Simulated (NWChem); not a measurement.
System: H₂SeS; SMILES S[SeH]

The following NWChem deck was run.

```
start job
memory heap 200 mb stack 900 mb global 1100 mb
geometry units angstroms noautoz
  Se     0.037299     0.731509     0.036439
  H     -1.387194     0.926023    -0.305023
  S      0.009565    -1.475342     0.067404
  H      0.331887    -1.677647    -1.232126
end
basis spherical
  Se library 6-31g*
  H library 6-31g*
  S library 6-31g*
end
dft
  xc xwpbe 1.00 cpbe96 1.0 hfexch 1.00
  cam 0.4 cam_alpha 0.0 cam_beta 1.0
  iterations 150
  vectors input atomic output neutral.movecs
end
task dft energy
charge 1
dft
  odft
  mult 2
  vectors input atomic output cation.movecs
end
task dft energy
```

Coordinates come from a PBE0/def2-SVP optimisation.

Ions are spin-unrestricted doublets at the neutral geometry; other ion states weren't tried. Functional: LC-ωPBE (HJS hole) with 6-31G*; the question gives the range parameter ω in 1/bohr.

Problem. What results follow from this input? (LC-wPBE (HJS exchange hole, range parameter 0.4 per bohr)/6-31G* (spherical d), vertical spin-unrestricted ions.) Quantities: vertical ionisation energy, ΔSCF (eV); −ε(HOMO) (eV).

Solution. 
```json
{
  "vertical ionisation energy, ΔSCF (eV)": "10.13",
  "−ε(HOMO) (eV)": "9.91"
}
```
